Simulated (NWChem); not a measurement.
C$_{2}$H$_{2}$BF$_{3}$; SMILES F/C=C\B(F)F

```xyz
8

F     -0.5849     1.9768     0.0000
C      0.6608     1.5441     0.0000
C      0.9914     0.2491     0.0000
B     -0.0139    -0.9227     0.0000
F     -1.3219    -0.7504     0.0000
F      0.4218    -2.1721     0.0000
H      1.3775     2.3739     0.0000
H      2.0641     0.0388     0.0000
```
Atoms are numbered in this order, from 1.

Level: PBE0/def2-SVP (NWChem), optimised geometry, unscaled harmonic frequencies. 

Task: List the harmonic frequencies with IR intensities, and the thermochemistry.

Result: 
```
frequency (cm⁻¹)  IR intensity (km/mol)
----------------  ---------------------
64                                  1.4
142                                 0.3
305                                 3.4
326                                 0.8
468                                20.6
690                                52.4
707                                 0.8
826                                51.1
836                                 5.2
999                                 0.0
1061                               34.0
1249                              198.5
1317                              127.4
1435                              227.0
1459                              236.4
1739                              322.1
3200                                8.5
3229                                0.7
```

* **zero-point energy**: 28.7 kcal/mol
* **thermal correction to the enthalpy at 298.15 K (with zero-point energy)**: 32.9 kcal/mol
* **heat capacity Cv**: 18.5 cal/(mol K)
* **entropy at 298.15 K and 1 atm (symmetry number 1)**: 78.0 cal/(mol K)
* **dipole moment**: 2.61 D

Rigid rotor and harmonic oscillator; modes under 100 cm⁻¹ make the entropy uncertain.
